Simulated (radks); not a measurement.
Values are calculated unless marked as measured or tabulated.
Question: Coherent X-ray form factor from a spherical all-electron density. Level of theory: non-relativistic Kohn-Sham, TPSS, spin-polarised, spherical densities, point nucleus; meta-GGA in the generalised Kohn-Sham scheme (a radial shooting solver on a logarithmic mesh with Libxc functionals).

sin(theta)/lambda (1/angstrom),f0 (electrons)
0.05,37.925
0.1,37.701
0.15,37.334
0.2,36.831
0.25,36.203
0.3,35.462
0.4,33.702
0.5,31.679
0.6,29.525
0.8,25.279
1,21.606
1.25,18.085
1.5,15.493
2,11.585

The species is in the configuration that NIST lists as its ground one. Which atom or ion scatters so?

Answer: The dysprosium ion Dy28+, [Kr] 4d2. Extrapolating in s^2 from the first two rows gives f0(0) = 38.0, near the electron count 38; among species with that count, the fall with angle is slower the higher Z, and the table is that of Z = 66; from so few rows the species is fixed only to a neighbour or two.
